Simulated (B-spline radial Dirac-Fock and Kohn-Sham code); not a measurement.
# Binding energies of Ir¹⁸⁺ at several levels of theory

System: iridium as Ir¹⁸⁺ in the configuration [Kr] 4d10 4f12 5s1 (tabulated as the ground configuration, which this calculation does not bear out).

The density-functional columns are spherical, spin-unpolarised Dirac-Kohn-Sham results without Breit or QED terms: −ε is minus the orbital energy of the initial state and ΔSCF the difference of two total energies. The reference in the last column comes from Dirac-Fock energy differences between relaxed states, corrected for Breit and QED terms. All numbers are from an atomic code on a B-spline grid, in eV; a selection of levels is shown. For the 1s level of heavy atoms much of the gap between ΔSCF and the reference is the Breit and QED part, -399.0 eV here; for other levels the error of the functional can be larger.

```
level   LDA −ε  LDA ΔSCF  Dirac-Fock
    K  76355.7   76953.5     76565.7
   L1  13703.1   13822.3     13879.1
   L2  13153.6   13304.4     13278.8
   L3  11527.2   11656.6     11669.1
   M1   3527.6    3569.7      3626.0
   M2   3280.0    3324.5      3359.8
   M3   2923.4    2964.4      3002.7
   M4   2506.9    2554.5      2564.6
   M5   2429.8    2476.0      2488.9
   N2    967.9     990.8      1013.8
   N3    881.1     903.0       926.8
   N4    707.5     729.2       740.5
   N5    691.0     712.4       724.0
 N6,7    465.9     486.9       484.7
   O1    456.6     469.6       462.2
```

For the outermost level NIST gives 472 ± 24 eV (theoretical); the differences from it are LDA −ε -15.43, LDA ΔSCF -2.43, Dirac-Fock -9.85 eV.
